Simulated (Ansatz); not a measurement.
Input file for Ansatz (a quantum-chemistry and plane-wave program): R-BHLYP/def2-TZVPP on CH7FOSi2 (SMILES C[SiH](F)O[SiH3]).

Ansatz 0.2 input:
```yaml
crystal:
  periodic: [false, false, false]
  atoms:
    - {symbol: Si, position_ang: [0.58224666, -0.74223020, 0.04586663]}
    - {symbol: O, position_ang: [-0.66281439, 0.29934615, -0.04098856]}
    - {symbol: Si, position_ang: [-2.26312761, 0.54773607, -0.30896381]}
    - {symbol: F, position_ang: [0.71628435, -1.49020605, -1.36881073]}
    - {symbol: C, position_ang: [2.14765340, 0.17688507, 0.39145546]}
    - {symbol: H, position_ang: [0.28173339, -1.79046812, 1.04118692]}
    - {symbol: H, position_ang: [-3.04882072, -0.60380122, 0.19242254]}
    - {symbol: H, position_ang: [-2.50861184, 0.71794232, -1.75755240]}
    - {symbol: H, position_ang: [-2.66517913, 1.77448483, 0.41126590]}
    - {symbol: H, position_ang: [2.08287428, 0.69682450, 1.34953844]}
    - {symbol: H, position_ang: [2.33898974, 0.91904822, -0.38611076]}
    - {symbol: H, position_ang: [2.99887187, -0.50566156, 0.43079038]}
basis:
  gaussian:
    orbitals: def2-TZVPP
hamiltonian:
  xc: {name: BHLYP}
scf: {lower_state_search: off}
```

It printed:

```
WARN ansatz: RAYON_NUM_THREADS=4 ignored (pool sized by the plan → 4); use --threads N
Functional definition: BHLYP
these checks for a lower state are left out or cut short: stability, starts, cluster_reference, orbital_swaps, neighbouring_geometries, increment
integrals: 0.24 GiB planned
1606 factors; their error is unknown
mean field: 1.97 GiB planned
mean field evaluation 1: about -21668.5388 eV, gradient 6.4e1 eV
mean field evaluation 2: about -21667.4785 eV, gradient 6.9e1 eV
mean field evaluation 4: about -21675.5630 eV, gradient 2.4e0 eV
mean field evaluation 8: about -21675.5728 eV, gradient 2.3e-2 eV
mean field evaluation 16: about -21675.7004 eV, gradient 2.1e-5 eV
mean field -21675.70043439 eV, -796.5672986462 hartree, gradient 4.8e-6 eV, S^2 0.000000; 0 other end points of the search recorded, 0 dependent functions left out
reference -21675.70064486 eV, -796.5673063811 hartree; 29, 29 occupied and 246, 246 virtual orbitals, 1606 factors
Total energy: -21675.70064486 eV, -796.5673063811 hartree
Checks for a lower state left out: stability, starts, cluster_reference, orbital_swaps, neighbouring_geometries, increment
```

The calculation finished and met its thresholds.

Cost: very roughly 5 core-seconds.
